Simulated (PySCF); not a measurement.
Choosing a molecule for a target property.

Each SMILES stands for a single optimised conformer of the isolated species, non-relativistic unless stated; the electronic structure was computed with PySCF and density fitting.

Dipoles, sizes and rotational constants follow the conformer. The torsions of the flexible species, by atom-mapped SMILES:
- `[O:1]=[CH:2][C@@H:3]([F:4])[O:5][CH:6]([F:7])[F:8]`: O1–C2–C3–F4 130°, C2–C3–O5–C6 176°, C3–O5–C6–F7 -68°
- `[CH2:1]=[C:2]([SiH3:3])/[CH:4]=[CH:5]/[O:6][CH:7]([F:8])[F:9]`: C1–C2–C4–C5 -179°, C4–C5–O6–C7 -11°, C5–O6–C7–F8 -167°
- `[CH3:1][O:2][Si@@H:3]([PH2:4])[O:5][SiH3:6]`: C1–O2–Si3–P4 -165°, O2–Si3–O5–Si6 -54°, H–P4–Si3–O2 -174°, H–P4–Si3–O2 -80°

(1) Wanted: electronic spatial extent ⟨r²⟩ about the centre of nuclear charge between 1400 bohr² and 2000 bohr² (PBE0/def2-SVPD) and static isotropic polarisability above 70 au (PBE0/def2-SVPD), at GFN2-xTB geometries. Which candidate meets both?
A. `CO[Si@@H](P)O[SiH3]`
B. `C=C([SiH3])/C=C/OC(F)F`
C. `c1c2onc(c2ccc1)Cl`
D. `O=C[C@@H](F)OC(F)F`

(2) Wanted: HOMO energy above -7.2 eV (PBE0/def2-SVPD) and lowest triplet excitation (Tamm–Dancoff) above 3.3 eV (TDA PBE0/def2-SVPD), at GFN2-xTB geometries. Which candidate meets both?
A. `CC1=CC1`
B. `Clc1noc2ccccc12`
C. `O=C[C@@H](F)OC(F)F`
D. `C=C([SiH3])/C=C/OC(F)F`

(3) Wanted: lowest singlet excitation below 5.3 eV (TDDFT PBE0/def2-SVPD) and dipole moment below 3 D (PBE0/def2-SVPD), at GFN2-xTB geometries. Which candidate meets both?
A. `CC1=CC1`
B. `C=C([SiH3])/C=C/OC(F)F`
C. `Clc1noc2ccccc12`
D. `P[Si@H](OC)O[SiH3]`
E. `O=C[C@@H](F)OC(F)F`

## Answers

(1) C. Computed values:
```
               species  electronic spatial extent ⟨r²⟩ about the centre of nuclear charge  static isotropic polarisability
    O=C[C@@H](F)OC(F)F                                                         1058 bohr²                          47.4 au
   CO[Si@@H](P)O[SiH3]                                                         1325 bohr²                          96.0 au
     c1c2onc(c2ccc1)Cl                                                         1546 bohr²                         100.3 au
C=C([SiH3])/C=C/OC(F)F                                                         2120 bohr²                          98.3 au
```

(2) A. Computed values:
```csv
species,HOMO energy,lowest triplet excitation (Tamm–Dancoff)
O=C[C@@H](F)OC(F)F,-8.55 eV,3.46 eV
Clc1noc2ccccc12,-7.47 eV,3.57 eV
C=C([SiH3])/C=C/OC(F)F,-7.00 eV,3.20 eV
CC1=CC1,-6.83 eV,4.12 eV
```

(3) E. Computed values:
```csv
species,lowest singlet excitation,dipole moment
O=C[C@@H](F)OC(F)F,4.16 eV,1.85 D
Clc1noc2ccccc12,4.97 eV,3.60 D
C=C([SiH3])/C=C/OC(F)F,5.58 eV,2.45 D
P[Si@H](OC)O[SiH3],6.21 eV,1.13 D
CC1=CC1,6.48 eV,0.90 D
```
